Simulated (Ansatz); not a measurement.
A short molecular-dynamics run on `CC#CCCCC`.

```yaml
crystal:
  periodic: [false, false, false]
  atoms:
    - {symbol: C, position_ang: [0.958725, -2.535769, -2.395792]}
    - {symbol: C, position_ang: [0.558704, -1.996487, -1.109412]}
    - {symbol: C, position_ang: [0.230327, -1.554680, -0.040156]}
    - {symbol: C, position_ang: [-0.182374, -1.000598, 1.240624]}
    - {symbol: C, position_ang: [-0.813316, 0.388010, 1.124126]}
    - {symbol: C, position_ang: [0.140192, 1.442436, 0.590348]}
    - {symbol: C, position_ang: [-0.509274, 2.808835, 0.461082]}
    - {symbol: H, position_ang: [1.157481, -1.735646, -3.113511]}
    - {symbol: H, position_ang: [1.868086, -3.135393, -2.304642]}
    - {symbol: H, position_ang: [0.177634, -3.174730, -2.815749]}
    - {symbol: H, position_ang: [-0.891826, -1.686973, 1.714862]}
    - {symbol: H, position_ang: [0.686618, -0.950274, 1.907598]}
    - {symbol: H, position_ang: [-1.692276, 0.325678, 0.473548]}
    - {symbol: H, position_ang: [-1.175830, 0.687349, 2.113945]}
    - {symbol: H, position_ang: [1.011277, 1.507322, 1.253305]}
    - {symbol: H, position_ang: [0.521853, 1.116550, -0.382549]}
    - {symbol: H, position_ang: [-0.879533, 3.165651, 1.426642]}
    - {symbol: H, position_ang: [-1.360523, 2.775709, -0.224840]}
    - {symbol: H, position_ang: [0.194069, 3.552990, 0.080546]}
basis:
  gaussian: {orbitals: "6-31G*"}
hamiltonian: {xc: {name: revPBE}, dispersion: d3bj}
md: {timestep: 1 fs, n_steps: 30, ensemble: nvt_langevin, temperature: 700, initial_velocities: maxwell_boltzmann, friction: 0.01, seed: 13}
```

```sh
$ ansatz run in.yaml --threads 2 --pin off --events-out ev --progress --plain --max-ram 32768MiB --backend cpu
```

```
step  time (fs)  potential energy (eV)  kinetic (eV)  T (K)  conserved (eV)
   0        0.0             -7452.1579        1.6287    663               –
   1        1.0             -7452.0553        1.4936    608               –
   2        2.0             -7451.7445        1.3399    546               –
   3        3.0             -7451.4010        1.0556    430               –
   4        4.0             -7451.1874        0.8676    353               –
   5        5.0             -7451.1529        0.8882    362               –
   6        6.0             -7451.1972        0.9083    370               –
   7        7.0             -7451.1672        0.9751    397               –
   8        8.0             -7451.0419        0.8730    355               –
   9        9.0             -7451.0968        0.9299    379               –
  10       10.0             -7451.4333        1.2205    497               –
  11       11.0             -7451.6981        1.4165    577               –
  12       12.0             -7451.6941        1.3647    556               –
  13       13.0             -7451.5575        1.2731    518               –
  14       14.0             -7451.4330        1.1962    487               –
  15       15.0             -7451.3846        1.1730    478               –
  16       16.0             -7451.4191        1.2257    499               –
  17       17.0             -7451.4924        1.3666    556               –
  18       18.0             -7451.4873        1.3692    557               –
  19       19.0             -7451.3308        1.3078    532               –
  20       20.0             -7451.2047        1.2483    508               –
  21       21.0             -7451.2869        1.3663    556               –
  22       22.0             -7451.3553        1.4642    596               –
  23       23.0             -7451.2292        1.3630    555               –
  24       24.0             -7451.0503        1.1591    472               –
  25       25.0             -7450.9446        0.9950    405               –
  26       26.0             -7450.9044        0.9968    406               –
  27       27.0             -7450.9419        1.0334    421               –
  28       28.0             -7451.0909        1.2655    515               –
  29       29.0             -7451.2608        1.4167    577               –
  30       30.0             -7451.2620        1.4965    609               –
```

Velocities are drawn at the set temperature; a run this short doesn't reach equilibrium.

Frames (Å, forces in eV/Å):

```xyz
19
time=0.0 fs
C     0.959   -2.536   -2.396   -0.012    0.015    0.040
C     0.559   -1.996   -1.109    0.439   -0.576   -1.453
C     0.230   -1.555   -0.040   -0.435    0.585    1.478
C    -0.182   -1.001    1.241    0.051   -0.159   -0.011
C    -0.813    0.388    1.124   -0.145    0.045    0.061
C     0.140    1.442    0.590    0.131    0.011   -0.048
C    -0.509    2.809    0.461   -0.035    0.128   -0.017
H     1.157   -1.736   -3.114    0.087    0.270   -0.311
H     1.868   -3.135   -2.305    0.348   -0.241   -0.020
H     0.178   -3.175   -2.816   -0.268   -0.256   -0.207
H    -0.892   -1.687    1.715   -0.262   -0.235    0.222
H     0.687   -0.950    1.908    0.285    0.033    0.283
H    -1.692    0.326    0.474   -0.296   -0.024   -0.209
H    -1.176    0.687    2.114   -0.134    0.103    0.336
H     1.011    1.507    1.253    0.301    0.019    0.218
H     0.522    1.117   -0.383    0.132   -0.116   -0.322
H    -0.880    3.166    1.427   -0.134    0.130    0.333
H    -1.361    2.776   -0.225   -0.301   -0.004   -0.237
H     0.194    3.553    0.081    0.248    0.274   -0.138
19
time=3.0 fs
C     0.923   -2.536   -2.372    0.448   -0.704   -1.797
C     0.590   -2.015   -1.093   -0.979    0.684    0.304
C     0.231   -1.558   -0.025    0.060   -0.411    0.260
C    -0.174   -1.017    1.242   -1.179    0.792    1.066
C    -0.792    0.413    1.098   -1.645   -0.599    2.677
C     0.139    1.448    0.586    2.728    0.276    0.082
C    -0.527    2.827    0.439    0.459   -1.172   -3.696
H     1.121   -1.754   -3.184    0.083   -0.688    0.945
H     1.814   -3.154   -2.158    0.378   -0.021   -0.807
H     0.171   -3.245   -2.827    0.199    0.474    0.505
H    -0.942   -1.616    1.813    0.457   -0.062   -0.692
H     0.651   -0.912    1.953    0.569   -0.121    0.126
H    -1.690    0.365    0.455    0.027   -0.082   -0.103
H    -1.219    0.671    2.171    0.698   -0.178   -1.616
H     1.101    1.562    1.281   -1.605   -0.367   -1.094
H     0.513    0.986   -0.381   -0.034    0.914    0.452
H    -0.766    3.153    1.414   -1.219    0.705    1.294
H    -1.400    2.627   -0.363    1.274    1.088    1.957
H     0.214    3.571    0.011   -0.717   -0.526    0.136
19
time=6.0 fs
C     0.894   -2.535   -2.359    1.166   -2.407   -1.004
C     0.615   -2.033   -1.076   -2.056    1.898    2.125
C     0.235   -1.560   -0.004    0.642   -1.279   -1.191
C    -0.167   -1.024    1.253   -0.369    1.847    1.862
C    -0.783    0.428    1.080   -1.298   -1.119    2.578
C     0.158    1.454    0.579    1.557    0.410   -0.973
C    -0.540    2.844    0.396    1.006   -1.342    0.027
H     1.099   -1.830   -3.180    0.311    0.192    0.237
H     1.777   -3.163   -2.056    0.265    0.154   -1.366
H     0.182   -3.299   -2.775   -0.079    0.512    0.438
H    -0.949   -1.556    1.844    0.257   -0.504   -0.636
H     0.669   -0.887    2.008   -0.235   -0.297   -0.708
H    -1.684    0.374    0.449    0.023   -0.106   -0.343
H    -1.219    0.648    2.119    0.517    0.188   -0.870
H     1.062    1.622    1.225   -0.423   -0.480   -0.099
H     0.537    0.927   -0.364   -0.068    1.280    0.396
H    -0.726    3.179    1.473   -0.838   -0.090   -1.419
H    -1.349    2.577   -0.346   -0.107    1.181    1.055
H     0.178    3.566   -0.041   -0.270   -0.040   -0.110
19
time=9.0 fs
C     0.872   -2.543   -2.352    2.082   -2.416    1.321
C     0.624   -2.041   -1.042   -1.350    1.402    0.172
C     0.249   -1.565    0.015    0.116   -0.507    0.358
C    -0.173   -1.014    1.275    0.091    2.069   -0.057
C    -0.784    0.437    1.079    0.247   -1.417   -0.515
C     0.182    1.467    0.564   -2.038    0.428   -1.678
C    -0.547    2.849    0.353    3.251   -0.708    3.612
H     1.134   -1.919   -3.169    0.276    1.314   -0.807
H     1.771   -3.162   -2.064    0.046    0.017   -1.194
H     0.172   -3.290   -2.678   -1.019   -0.482   -0.300
H    -0.949   -1.544    1.796   -0.600   -1.053    0.211
H     0.643   -0.875    2.001    0.351   -0.250    0.026
H    -1.661    0.367    0.416    0.015   -0.080   -0.289
H    -1.188    0.651    2.025   -0.698    0.882    1.899
H     0.995    1.655    1.169    2.222    0.043    1.917
H     0.558    0.987   -0.344    0.306    0.500   -0.702
H    -0.758    3.231    1.428   -0.411   -0.352   -1.677
H    -1.325    2.625   -0.256   -3.334   -0.018   -1.825
H     0.123    3.556   -0.105    0.448    0.630   -0.472
19
time=12.0 fs
C     0.862   -2.563   -2.339    1.149   -0.622    0.116
C     0.627   -2.038   -1.005   -0.082    0.172   -2.473
C     0.265   -1.571    0.038   -0.669    0.618    2.107
C    -0.187   -0.991    1.294   -0.154    0.489   -0.273
C    -0.778    0.435    1.073   -0.598   -0.598    0.306
C     0.185    1.481    0.545    0.299    1.298    1.187
C    -0.540    2.847    0.334   -0.244   -1.400   -2.477
H     1.192   -1.909   -3.191   -0.910    0.145    0.644
H     1.766   -3.142   -2.174    0.701   -0.880   -0.333
H     0.089   -3.304   -2.590   -0.179    0.221   -0.473
H    -0.994   -1.602    1.749    0.296   -0.107    0.056
H     0.664   -0.915    1.984    0.059   -0.101    0.400
H    -1.634    0.327    0.351    0.376    0.157    0.402
H    -1.198    0.721    2.052   -0.169    0.286    0.017
H     1.072    1.691    1.239   -0.841   -0.530   -0.478
H     0.592    1.083   -0.362    0.517   -0.114   -1.098
H    -0.823    3.253    1.257   -0.582    0.805    1.886
H    -1.510    2.684   -0.271    1.201    0.327    0.536
H     0.107    3.586   -0.180   -0.170   -0.165   -0.050
19
time=15.0 fs
C     0.863   -2.592   -2.326    0.686   -0.362    0.050
C     0.625   -2.028   -0.985    0.494   -0.318   -2.243
C     0.273   -1.572    0.074   -0.450    0.534    1.050
C    -0.198   -0.962    1.311    0.685   -1.363    0.782
C    -0.772    0.427    1.065   -0.854    0.895    1.713
C     0.187    1.503    0.538    1.526    0.443    0.233
C    -0.540    2.835    0.298   -2.351    0.861   -0.976
H     1.175   -1.878   -3.152   -1.215   -0.077    0.643
H     1.800   -3.183   -2.327   -0.188   -0.569    0.331
H    -0.006   -3.280   -2.541    0.718    0.611   -0.528
H    -1.025   -1.657    1.716    1.039    0.878   -0.011
H     0.716   -0.961    2.007   -1.240    0.131   -0.201
H    -1.589    0.275    0.322    0.014    0.383    0.388
H    -1.217    0.808    2.101    0.472   -0.588   -1.881
H     1.092    1.715    1.289   -1.612   -0.562   -1.245
H     0.664    1.177   -0.437   -0.342    0.050    0.787
H    -0.926    3.318    1.223    0.622   -0.133    0.157
H    -1.612    2.752   -0.270    2.411   -0.274    0.589
H     0.083    3.591   -0.260   -0.416   -0.541    0.363
19
time=18.0 fs
C     0.869   -2.622   -2.308    1.294   -0.562    0.792
C     0.628   -2.017   -0.977    0.051    0.160    0.798
C     0.270   -1.570    0.120    0.711   -0.740   -2.384
C    -0.203   -0.945    1.336    0.974   -1.389    0.477
C    -0.765    0.421    1.069   -0.319    1.795    0.646
C     0.202    1.525    0.531   -0.531   -0.310   -1.073
C    -0.553    2.827    0.256   -0.551    2.221    1.846
H     1.049   -1.847   -3.049   -0.402    0.453   -0.514
H     1.828   -3.274   -2.432   -1.393    0.584    0.689
H    -0.033   -3.212   -2.514    0.054   -0.236   -0.629
H    -0.992   -1.637    1.699    0.018    0.316    0.505
H     0.676   -1.004    2.026   -0.572    0.409    0.305
H    -1.561    0.248    0.333   -0.317    0.340   -0.079
H    -1.232    0.867    2.016    0.290   -0.608   -0.871
H     0.987    1.734    1.263    0.346   -0.076    0.207
H     0.709    1.263   -0.454   -0.410   -0.317    0.963
H    -0.998    3.368    1.217    1.577   -0.770   -1.063
H    -1.514    2.802   -0.228   -0.641   -1.028   -1.206
H     0.055    3.557   -0.341   -0.179   -0.243    0.594
19
time=21.0 fs
C     0.880   -2.644   -2.283   -0.575    1.293    0.466
C     0.636   -1.999   -0.963   -0.076   -0.156    2.025
C     0.265   -1.572    0.151    1.207   -1.184   -3.197
C    -0.197   -0.949    1.368    0.193    0.043   -0.928
C    -0.755    0.423    1.081    0.265    0.739   -2.507
C     0.215    1.543    0.517   -2.959   -0.682   -0.884
C    -0.574    2.828    0.231    1.217    1.027    0.885
H     0.878   -1.782   -2.963    0.429   -0.039   -0.664
H     1.748   -3.306   -2.492   -0.089    0.323    0.582
H    -0.046   -3.155   -2.521   -0.420   -0.741   -0.317
H    -0.948   -1.595    1.750   -1.425   -0.734    0.759
H     0.581   -1.021    2.079    1.377    0.443    1.352
H    -1.589    0.237    0.361    0.341    0.279   -0.067
H    -1.238    0.895    1.885   -0.749    0.485    1.995
H     0.885    1.756    1.276    2.050    0.459    1.753
H     0.745    1.316   -0.400    0.342   -0.804   -0.377
H    -0.958    3.352    1.127    0.641    0.073    0.304
H    -1.469    2.743   -0.299   -1.856   -1.016   -1.570
H     0.032    3.516   -0.389    0.089    0.191    0.390
19
time=24.0 fs
C     0.886   -2.658   -2.256   -3.901    3.186   -0.389
C     0.646   -1.988   -0.942    0.294   -1.097    0.843
C     0.265   -1.584    0.162    0.817   -0.626   -1.152
C    -0.187   -0.962    1.395   -0.314   -0.571    1.110
C    -0.736    0.424    1.080   -1.261    1.556   -0.795
C     0.211    1.555    0.507   -0.621    0.018    2.572
C    -0.593    2.840    0.215   -1.028   -2.208   -4.316
H     0.741   -1.744   -2.935    1.127   -1.045   -0.088
H     1.680   -3.306   -2.514    1.545   -0.518    0.158
H    -0.082   -3.155   -2.547    0.519   -0.354    0.429
H    -1.000   -1.594    1.857    0.097    0.354   -0.463
H     0.563   -1.015    2.222    0.244    0.421   -0.496
H    -1.610    0.252    0.391    0.676    0.099   -0.190
H    -1.288    0.943    1.898    0.496   -0.546    0.472
H     0.904    1.791    1.396   -0.297   -0.220   -1.176
H     0.799    1.299   -0.356    0.413   -0.628   -0.565
H    -0.907    3.363    1.046   -0.940    1.273    2.272
H    -1.565    2.584   -0.500    1.995    0.512    1.738
H     0.016    3.486   -0.429    0.141    0.394    0.036
19
time=27.0 fs
C     0.866   -2.651   -2.237   -1.892    0.757   -0.702
C     0.657   -1.986   -0.914    0.915   -2.081   -1.832
C     0.268   -1.601    0.163   -0.197    0.484    2.328
C    -0.177   -0.982    1.429   -0.690   -0.089    1.293
C    -0.721    0.436    1.075   -1.411    1.235    1.033
C     0.197    1.559    0.520    1.602    0.048    1.575
C    -0.614    2.841    0.170   -0.930   -0.590   -1.264
H     0.705   -1.792   -2.926    1.090   -0.176   -0.497
H     1.719   -3.338   -2.534   -0.432    1.027    0.804
H    -0.094   -3.176   -2.542    0.670   -0.263    0.736
H    -1.059   -1.561    1.934    1.038    0.585   -1.067
H     0.569   -0.986    2.312   -0.326    0.171   -1.450
H    -1.576    0.283    0.395    0.144   -0.151   -0.483
H    -1.292    0.941    1.953    0.989   -0.894   -0.588
H     0.909    1.828    1.428   -0.783   -0.386   -1.625
H     0.878    1.242   -0.349   -0.946    0.163    0.919
H    -0.928    3.463    1.095   -0.014   -1.071   -1.354
H    -1.513    2.464   -0.566    1.525    1.247    1.869
H     0.038    3.484   -0.469   -0.351   -0.016    0.303
19
time=30.0 fs
C     0.833   -2.638   -2.227    0.241    0.168   -0.160
C     0.679   -2.006   -0.888    0.563   -1.483   -1.984
C     0.268   -1.613    0.179   -0.344    0.474    2.872
C    -0.174   -1.001    1.473    0.295    1.744   -1.621
C    -0.711    0.459    1.079   -0.466   -0.512    0.498
C     0.191    1.564    0.541    0.766   -0.139   -0.653
C    -0.637    2.838    0.116    3.325    1.241    2.693
H     0.760   -1.852   -2.977    0.455    0.553   -0.470
H     1.739   -3.281   -2.499   -0.768    0.737    0.833
H    -0.073   -3.201   -2.475   -0.200   -0.625    0.294
H    -1.035   -1.465    1.937   -0.591   -0.776   -0.090
H     0.561   -0.953    2.300    0.424   -0.004   -0.490
H    -1.539    0.306    0.376   -0.133   -0.241   -0.319
H    -1.209    0.858    1.968   -0.142    0.177    0.479
H     0.869    1.832    1.330    0.761    0.391    0.846
H     0.901    1.197   -0.277   -1.077    0.298    0.415
H    -0.959    3.496    1.057    0.120   -1.490   -1.882
H    -1.363    2.445   -0.493   -2.789   -0.350   -1.555
H     0.039    3.485   -0.502   -0.438   -0.164    0.293
```

Hardware: 2 threads of an AMD EPYC 7R13 on a shared host. Wall time 71 s, peak host memory 0.89 GiB.
